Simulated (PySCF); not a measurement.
Species: C6H8O2.
Numbering: `[CH2:1]=[CH:2]/[CH:3]=[CH:4]/[O:5][C:6]([CH3:7])=[O:8]` (hydrogens: H9, H10 on C1; H11 on C2; H12 on C3; H13 on C4; H14, H15, H16 on C7)

The same species was optimised twice, with GFN2-xTB and with PBE0-D3(BJ)/def2-SVP (PySCF), and the same property calculations (PySCF, gas phase) were run on both structures.

```csv
coordinate,GFN2-xTB,PBE0-D3(BJ)/def2-SVP,change
C1=C2 (Å),1.330,1.341,+0.011
O5–C6 (Å),1.350,1.360,+0.010
C4–O5 (Å),1.372,1.363,-0.009
C6–C7 (Å),1.503,1.496,-0.007
C3=C4 (Å),1.333,1.340,+0.007
C2–C3 (Å),1.442,1.449,+0.007
C6=O8 (Å),1.200,1.198,-0.002
C3–C4–O5 (°),121.3,120.4,-0.9
C1–C2–C3 (°),123.7,124.6,+0.9
O5–C6–O8 (°),123.9,123.2,-0.7
C7–C6–O8 (°),125.9,126.5,+0.6
C4–O5–C6 (°),118.7,118.4,-0.3
O5–C6–C7 (°),110.2,110.3,+0.1
C2–C3–C4 (°),122.5,122.5,0.0
C1–C2–C3–C4 (°),180,180,0
C3–C4–O5–C6 (°),180,180,0
C4–O5–C6–C7 (°),180,180,0
```

Rotational constants: A = 8482, B = 781.4, C = 718.7 MHz (GFN2-xTB) against A = 8461, B = 778.9, C = 716.4 MHz (PBE0-D3(BJ)/def2-SVP). Atoms that the bonding makes alike are paired by their places after alignment.

On the GFN2-xTB structure: lowest singlet, TDDFT (eV) 5.50 [CAM-B3LYP/def2-SVPD]; lowest triplet, Tamm–Dancoff (eV) 3.13 [CAM-B3LYP/def2-SVPD]; isotropic polarisability (au) 90.1 [CAM-B3LYP/def2-SVPD]; HOMO (eV) -7.83 [CAM-B3LYP/def2-SVPD]; LUMO (eV) 0.02 [CAM-B3LYP/def2-SVPD]; dipole (D) 1.94 [CAM-B3LYP/def2-SVPD]; HOMO (eV) -6.58 [PBE0/pcSseg-1]; LUMO (eV) -0.99 [PBE0/pcSseg-1]; dipole (D) 1.82 [PBE0/pcSseg-1]; GIAO shielding of C1 (ppm) 63.0 [PBE0/pcSseg-1]; GIAO shielding of C2 (ppm) 46.1 [PBE0/pcSseg-1]; GIAO shielding of C3 (ppm) 64.9 [PBE0/pcSseg-1]; GIAO shielding of C4 (ppm) 39.3 [PBE0/pcSseg-1]; GIAO shielding of O5 (ppm) 79.6 [PBE0/pcSseg-1]; GIAO shielding of C6 (ppm) 14.5 [PBE0/pcSseg-1]; GIAO shielding of C7 (ppm) 163.7 [PBE0/pcSseg-1]; GIAO shielding of O8 (ppm) -113.9 [PBE0/pcSseg-1].

Task: What do these properties become on the PBE0-D3(BJ)/def2-SVP structure?

Result: 
```tsv
property	level	on GFN2-xTB	on PBE0-D3(BJ)/def2-SVP	change
lowest singlet, TDDFT (eV)	CAM-B3LYP/def2-SVPD	5.50	5.40	-0.10
lowest triplet, Tamm–Dancoff (eV)	CAM-B3LYP/def2-SVPD	3.13	3.04	-0.09
isotropic polarisability (au)	CAM-B3LYP/def2-SVPD	90.1	91.7	+1.6
HOMO (eV)	CAM-B3LYP/def2-SVPD	-7.83	-7.75	+0.08
LUMO (eV)	CAM-B3LYP/def2-SVPD	0.02	-0.01	-0.03
dipole (D)	CAM-B3LYP/def2-SVPD	1.94	1.94	0.00
energy, GFN2-xTB geometry as zero (kcal/mol)	CAM-B3LYP/def2-SVPD	0.0	-0.5	-0.5
HOMO (eV)	PBE0/pcSseg-1	-6.58	-6.50	+0.08
LUMO (eV)	PBE0/pcSseg-1	-0.99	-1.01	-0.02
dipole (D)	PBE0/pcSseg-1	1.82	1.83	+0.01
energy, GFN2-xTB geometry as zero (kcal/mol)	PBE0/pcSseg-1	0.0	-0.4	-0.4
GIAO shielding of C1 (ppm)	PBE0/pcSseg-1	63.0	60.4	-2.6
GIAO shielding of C2 (ppm)	PBE0/pcSseg-1	46.1	43.6	-2.5
GIAO shielding of C3 (ppm)	PBE0/pcSseg-1	64.9	64.2	-0.7
GIAO shielding of C4 (ppm)	PBE0/pcSseg-1	39.3	38.5	-0.8
GIAO shielding of O5 (ppm)	PBE0/pcSseg-1	79.6	75.9	-3.7
GIAO shielding of C6 (ppm)	PBE0/pcSseg-1	14.5	14.8	+0.3
GIAO shielding of C7 (ppm)	PBE0/pcSseg-1	163.7	162.8	-0.9
GIAO shielding of O8 (ppm)	PBE0/pcSseg-1	-113.9	-113.9	0.0
```

The heavy atoms differ by 0.009 Å rms after alignment. Among bonds between heavy atoms C1=C2 and O5–C6 change most and about equally (+0.010 to +0.011 Å). Changes are differences of the printed values. Neither structure is proved a minimum here.

The values belong to the conformer `[CH2:1]=[CH:2]/[CH:3]=[CH:4]/[O:5][C:6]([CH3:7])=[O:8]`: C1–C2–C3–C4 180°, C3–C4–O5–C6 180°, C4–O5–C6–C7 180°.
